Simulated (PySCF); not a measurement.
CH₁₁NSi₃, SMILES [SiH2]([SiH3])N[SiH2]C.

Coordinates come from a PBE0-D3(BJ)/def2-SVP optimisation. This is a generated structure with no PubChem entry under its InChIKey; it may be hypothetical. One conformer was computed; it need not be the lowest.

Two levels are set side by side: TDDFT-PBE/def2-SVPD (PySCF) and TDDFT-CAM-B3LYP/def2-SVPD (PySCF). Vertical, same geometry. The lowest singlet is HOMO→LUMO 99 % with PBE and HOMO→LUMO 92 % with the other functional; states are paired by order. Differences are taken from unrounded values.

```json
[
 {"quantity": "lowest singlet excitation (eV)", "TDDFT-CAM-B3LYP": "5.80"},
 {"quantity": "lowest triplet excitation (TDA) (eV)", "TDDFT-CAM-B3LYP": "5.35"},
 {"quantity": "first bright state (f over 0.05) (eV)", "TDDFT-CAM-B3LYP": "7.11"},
 {"quantity": "its oscillator strength", "TDDFT-CAM-B3LYP": "0.18"}
]
```

Task: What does TDDFT-PBE give, and how far is it from TDDFT-CAM-B3LYP? (Estimate from the structure and the level; the computed values follow.)

Result: 
```
quantity                               TDDFT-PBE  TDDFT-PBE minus TDDFT-CAM-B3LYP
-------------------------------------  ---------  -------------------------------
lowest singlet excitation (eV)              4.96                            -0.83
lowest triplet excitation (TDA) (eV)        4.63                            -0.72
first bright state (f over 0.05) (eV)       5.95                            -1.16
its oscillator strength                     0.13                            -0.05
```

Functionals without exact exchange tend to place singlet excitations lower, as here. Differences between two approximate levels are no errors against the true value.

Rough cost on one machine, each run with all the roots and properties that it gave: TDDFT-CAM-B3LYP against TDDFT-PBE about 9 times.
